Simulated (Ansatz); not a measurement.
Total energies of [Ni(H2O)4]2+ (NiO₄H₈²⁺) from Ansatz at PBE0-D4/def2-TZVP, gas phase (1 Eh = 27.2114 eV = 2625.5 kJ/mol). The reference geometry is relaxed at PBE-D4/def2-SVP.

| state | geometry | energy (Eh) |
| --- | --- | --- |
| charge 2 triplet | reference | -1813.07166 |
| charge 3 quartet | reference | -1812.29457 |
| charge 3 quartet | relaxed at PBE-D4/def2-SVP | -1812.30438 |
| charge 1 doublet | reference | -1813.45048 |

Other spin states of the ions weren't run at this level and may lie lower.

Problem. Work out the vertical ionisation energy to the quartet.

Solution. E(charge 3 quartet) − E(charge 2 triplet) = -1812.29457 − (-1813.07166) = 0.77709 Eh = 21.15 eV. For comparison, −ε of the highest occupied level of the spin that leaves is 18.99 eV at this level, 2.16 eV less.

Problem. Work out the vertical electron affinity, to the doublet.

Solution. E(charge 2 triplet) − E(charge 1 doublet) = -1813.07166 − (-1813.45048) = 0.37882 Eh = 10.31 eV.

Problem. Give the fundamental gap IE − EA, the Mulliken electronegativity (IE + EA)/2 and the hardness (IE − EA)/2.

Solution. From the values in Eh: IE − EA = 0.77709 − 0.37882 = 0.39827 Eh = 10.84 eV; (IE + EA)/2 = 15.73 eV; (IE − EA)/2 = 5.42 eV.

Problem. How much does the charge 3 quartet relax, and what is the adiabatic ionisation energy?

Solution. Relaxation: -1812.29457 − (-1812.30438) = 0.00981 Eh = 0.27 eV. Adiabatic ionisation energy: 0.76728 Eh = 20.88 eV, without zero-point energy. 

  The singlet lies 0.89 eV above the triplet at this level but is left out (at the level of its geometry, restricted singlet, unstable towards broken spin symmetry at other levels and untested here). With broken spin symmetry it lies 0.29 eV lower (⟨S²⟩ 0.61).
